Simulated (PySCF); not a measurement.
CH3Si, SMILES [CH]=[SiH2], multiplicity 2. Coordinates come from a PBE0-D3(BJ)/def2-TZVP optimisation. The isomer is the one that the SMILES or the coordinates give; other isomers of the formula were not compared.

Computed equilibrium geometry at PBE0-D3(BJ)/def2-TZVP (PySCF confirms it by a frequency run) as Cartesian coordinates in Å, and its point group:
point group C2v.
```xyz
5

C      0.0000     0.0000    -1.1828
Si     0.0000     0.0000     0.4852
H      0.0000     0.0000    -2.2556
H      0.0000    -1.2471     1.2797
H      0.0000     1.2471     1.2797
```
Charge 0, spin multiplicity 2.
